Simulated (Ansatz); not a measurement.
H7N4Ta (`[NH]=[Ta]([NH2])([NH2])[NH2]`). Total charge 0; spin multiplicity 1. Ta: def2 effective core potential.

Cartesian coordinates in Å:
```
N 0.8193 -1.6511 -0.6539
Ta 0.0768 -0.1551 -0.0613
N 1.4973 0.9938 0.7488
N -1.2985 -0.6165 1.3132
N -0.7789 0.7919 -1.5991
H 1.2412 -2.4988 -0.9902
H 1.3297 1.6679 1.4819
H 2.4897 0.8565 0.6366
H -2.1098 -0.0497 1.5145
H -1.3958 -1.5157 1.7586
H -0.9138 1.7917 -1.6450
H -0.9572 0.3851 -2.5041
```

Question: What are the harmonic wavenumbers in cm⁻¹ at PBE0-D4/def2-TZVP (Ansatz, finite differences of forces, unscaled)? (Estimate.)

Answer: The calculation gave: 157, 158, 160, 191, 191, 259, 303, 304, 436, 454, 454, 517, 517, 564, 564, 583, 654, 654, 665, 988, 1547, 1547, 1550, 3578, 3578, 3581, 3675, 3675, 3675, 3694.

Question: Is this a minimum?

Answer: Yes, all 30 modes are real.

Question: Give the ideal-gas thermochemistry at 298.15 K and 1 bar (rigid rotor, harmonic oscillator; point group C3, symmetry number 3).

Answer: Zero-point energy 232.5 kJ/mol; H(298) − E = 259.6 kJ/mol; entropy 377.4 J/(mol·K), of which translation 177.4, rotation 103.8, vibration 96.1; G(298) − E = 147.1 kJ/mol.

Question: And at 400, 500, 600, 800 and 1000 K?

Answer: 
| T (K) | H − E (kJ/mol) | S (J/mol/K) | G − E (kJ/mol) |
| --- | --- | --- | --- |
| 400 | 275.8 | 424.2 | 106.2 |
| 500 | 293.5 | 463.4 | 61.8 |
| 600 | 312.2 | 497.5 | 13.7 |
| 800 | 352.2 | 554.9 | -91.8 |
| 1000 | 394.7 | 602.3 | -207.6 |
